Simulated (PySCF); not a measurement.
InH2I, SMILES [I][InH2].

Geometry: r2SCAN-D4/def2-TZVP. The def2 effective core potentials stand for the cores of I, In; spin–orbit coupling is left out.

All values below come from HF/def2-TZVPD in PySCF.

The molecule is in vacuum.

Computed frontier levels, gap, dipole moment and polarisability:
The highest occupied level is -9.75 eV and the lowest empty level comes out as 0.29 eV. The orbital gap comes out as 10.05 eV and the dipole moment comes out as 2.73 D. The quadrupole, principal values (traceless, Buckingham form, about the centre of nuclear charge) is -5.35, 0.20, 5.15 D·Å and the mean static polarisability is 71.6 bohr³ (10.61 Å³). The polarisability, principal values comes out as 56.8, 67.1, 90.9 bohr³.
